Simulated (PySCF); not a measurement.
This PySCF input asks for the NMR shieldings of `CC[SiH2][C@@H]1CO[C@@H]([SiH3])C1`, C6H16OSi2; the geometry comes from GFN2-xTB.

```python
import basis_set_exchange as bse
import numpy as np
from pyscf import gto, dft
from pyscf.prop import nmr

atoms = """
C     2.889615    1.156466   -0.476520
C     2.669182   -0.301492   -0.869196
Si    1.586899   -1.261331    0.369582
C    -0.114465   -0.425600    0.503108
C    -1.134809   -1.187523    1.343090
O    -2.398546   -0.678015    0.986327
C    -2.335460   -0.162414   -0.357728
Si   -2.948792    1.632215   -0.158759
C    -0.878546   -0.308979   -0.815847
H     1.944380    1.692891   -0.435112
H     3.531913    1.659548   -1.197758
H     3.360329    1.222714    0.501643
H     3.637082   -0.796865   -0.954328
H     2.219571   -0.336472   -1.863261
H     1.412766   -2.640461   -0.105069
H     2.220172   -1.270596    1.694328
H    -0.020714    0.576475    0.934061
H    -1.091147   -2.265192    1.120570
H    -1.004441   -1.049667    2.418454
H    -2.998301   -0.771523   -0.985077
H    -4.210375    1.604073    0.570927
H    -1.937712    2.371927    0.599590
H    -3.106075    2.244278   -1.483379
H    -0.550017    0.538301   -1.416374
H    -0.753445   -1.218614   -1.409117
"""
names = dict.fromkeys(["C", "Si", "O", "H"], "pcSseg-1")
basis = {el: gto.basis.parse(bse.get_basis(n, elements=[el], fmt="nwchem")) for el, n in names.items()}
mol = gto.M(atom=atoms, basis=basis, charge=0, verbose=0)
mf = dft.RKS(mol, xc="PBE0")
mf.grids.level = 2
mf.grids.alignment = dft.numint.BLKSIZE   # the property module wants whole blocks of grid points
mf.conv_tol = 1e-9
mf.kernel()

calc = nmr.RKS(mf)   # GIAO
C = mf.mo_coeff
Co = C[:, mf.mo_occ > 0]
resp = mf.gen_response(singlet=True, hermi=2)
def vind(x):   # induced exchange potential for any number of trial vectors
    d = np.einsum("pi,xij,qj->xpq", C, 2 * x.reshape(-1, C.shape[1], Co.shape[1]), Co, optimize=True)
    return np.einsum("xpq,pi,qj->xij", resp(d - d.transpose(0, 2, 1)), C, Co, optimize=True).ravel()
mo1, _ = nmr.rhf.solve_mo1(calc, with_cphf=vind)
sigma = calc.kernel(mo1)
for i, s in enumerate(sigma):   # ppm
    w = np.linalg.eigvalsh((s + s.T) / 2)
    print("%2d %-2s iso %8.1f  s11 %8.1f  s22 %8.1f  s33 %8.1f" % (i, mol.atom_pure_symbol(i), w.mean(), *w))
```

Question: Give the expected output.

Answer: 
```
 0 C  iso    175.5  s11    168.7  s22    170.7  s33    187.2
 1 C  iso    181.3  s11    174.0  s22    183.3  s33    186.8
 2 Si iso    384.5  s11    347.5  s22    380.3  s33    425.6
 3 C  iso    162.3  s11    133.9  s22    174.0  s33    179.0
 4 C  iso    111.4  s11     66.6  s22    107.9  s33    159.6
 5 O  iso    274.6  s11    168.1  s22    278.6  s33    377.1
 6 C  iso    116.0  s11     71.6  s22    102.3  s33    174.2
 7 Si iso    422.5  s11    381.3  s22    420.3  s33    466.0
 8 C  iso    152.8  s11    127.0  s22    160.7  s33    170.7
 9 H  iso     30.7  s11     25.0  s22     31.5  s33     35.6
10 H  iso     30.3  s11     25.1  s22     27.4  s33     38.3
11 H  iso     30.8  s11     26.5  s22     28.5  s33     37.2
12 H  iso     30.9  s11     25.5  s22     28.7  s33     38.6
13 H  iso     30.9  s11     27.2  s22     29.1  s33     36.4
14 H  iso     27.8  s11     23.8  s22     26.5  s33     33.1
15 H  iso     27.6  s11     23.7  s22     26.0  s33     33.2
16 H  iso     30.0  s11     25.9  s22     29.0  s33     35.1
17 H  iso     28.1  s11     21.6  s22     28.5  s33     34.4
18 H  iso     27.5  s11     22.3  s22     27.1  s33     33.0
19 H  iso     27.4  s11     23.9  s22     25.8  s33     32.6
20 H  iso     27.9  s11     24.1  s22     25.9  s33     33.7
21 H  iso     28.2  s11     24.1  s22     28.9  s33     31.7
22 H  iso     27.9  s11     24.3  s22     25.5  s33     33.9
23 H  iso     29.8  s11     24.8  s22     29.9  s33     34.7
24 H  iso     29.8  s11     23.6  s22     29.8  s33     36.0
```

These numbers come from an equivalent density-fitted implementation of the same equations, which agrees with the script to about 0.01 ppm for H and up to a few tenths of a ppm for heavy atoms, so last digits may differ.

Question: Turn these shieldings into chemical shifts. Scale: TMS for 13C (σ = 186.93 ppm) and 29Si (σ = 349.16 ppm) and 1H (σ = 31.72 ppm); H2O for 17O (σ = 336.08 ppm) (reference shieldings calculated alike).

Answer: Averaging equivalent atoms: C 4: 75.6; C 6: 70.9; C 8: 34.1; C 3: 24.6; C 0: 11.4; C 1: 5.6; Si 2: -35.3; Si 7: -73.4; O 5: 61.5; H 19: 4.30; H 18: 4.25; H 15: 4.10; H 14: 3.91; H 20/21/22: 3.71; H 17: 3.58; H 24: 1.94; H 23: 1.89; H 16: 1.72; H 9/10/11: 1.15; H 13: 0.80; H 12: 0.78 ppm. Experimental scales use liquid or dissolved standards, which lie at an offset from isolated H2O (liquid H2O: subtract about 36 ppm).

Size and cost of the density-fitted run: 247 basis functions, 3.1 min wall time (2.8 min CPU) on 1 thread of an Intel Xeon, shared host; peak memory 1.2 GiB.
